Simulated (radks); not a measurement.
Species: Pd XXXI. Configuration: [Ne] 3s2 3p4. Calculated with a radial shooting solver on a logarithmic mesh with Libxc functionals: Dirac Kohn-Sham, LB94 model potential, spin-unpolarised, spherical densities, finite nucleus; open shells fill j = l - 1/2 first; Fermi nuclear charge, rms radius 4.5318 fm.

Spin-orbit splittings of the eigenvalues, e(l+1/2) - e(l-1/2), with zeta = 2 splitting/(2l+1) and mean radii in bohr:

2p: occ. 6; splitting (eV) 164.3; zeta (eV) 109.5; <r> j=l-1/2 0.1154; <r> j=l+1/2 0.1202
3p: occ. 4; splitting (eV) 38.59; zeta (eV) 25.73; <r> j=l-1/2 0.3243; <r> j=l+1/2 0.3319
